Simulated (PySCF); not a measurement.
Question: Give a GFN2-xTB geometry of `CC(=O)OC1OCCO1`.

Answer: 
Z-matrix in Å and degrees, rows numbered from 1:
```
C 
C   1  1.5027
O   2  1.1978  1  125.65
O   2  1.3488  1  110.37  3  -179.41
C   4  1.4303  2  118.28  1   178.74
O   5  1.3752  4  109.52  2  -118.94
C   6  1.4216  5  106.50  4   -84.82
C   7  1.5436  6  103.77  5   -20.35
O   5  1.3748  4  109.41  2   123.12
H   1  1.0883  2  108.56  3   102.31
H   1  1.0855  2  109.57  3   -16.91
H   1  1.0859  2  110.08  3  -139.12
H   5  1.0965  4  108.55  2     2.06
H   7  1.0946  6  110.19  5    99.31
H   7  1.0907  6  107.48  5  -140.84
H   8  1.0945  7  111.73  6   119.38
H   8  1.0908  7  113.39  6  -115.60
```

The 2 C–C bonds span 1.503 Å (C1–C2, drawn single) to 1.544 Å (C7–C8, drawn single), a spread of 0.041 Å. The 5-membered ring C5–O6–C7–C8–O9 has internal angles of 103.8° to 107.8°; it is puckered, 0.13 Å rms from its mean plane, widest ring torsion 34°. The C–O distances run from 1.198 Å (C2=O3, drawn double) to 1.430 Å (O4–C5, drawn single), a spread of 0.232 Å. Of the pairs four or more bonds apart, O3···H13 is among the closest relative to their van der Waals radii: 2.22 Å, 82 % of the sum of Bondi's values.

Computed geometry: GFN2-xTB, gas phase.

GFN2-xTB frequencies: not computed here. One conformer, not necessarily the lowest (C1–C2–O4–C5 179°, C2–O4–C5–O6 -119°, O4–C5–O6–C7 -85°, C5–O6–C7–C8 -20°, O6–C7–C8–O9 1°, C7–C8–O9–C5 19°).
